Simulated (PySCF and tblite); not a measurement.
The numbers below are computed, except where a source is named.
System: C₄H₃NO₃, numbered as in [O:1]=[C:2]([OH:3])[c:4]1[cH:5][cH:6][n:7][o:8]1.

Motion: rotation about the C2–O3 bond (torsion O1–C2–O3–H from 0° to 180°, rising). GFN2-xTB gives an electronic barrier of 12.5 kcal/mol and a reaction energy of 3.5 kcal/mol.

Question: What does PBE0/pcSseg-1 + D3(BJ), IEF-PCM benzene give on GFN2-xTB geometries?

Answer: A barrier of 11.5 kcal/mol, 1.0 below the tight-binding barrier (from unrounded values), a reaction energy of 1.9 kcal/mol and, with GFN2-xTB thermal terms, ΔG‡(298 K) = 10.4 kcal/mol and k = 2.9×10⁵ s⁻¹ (2 equivalent paths).

Programs: tblite and PySCF.
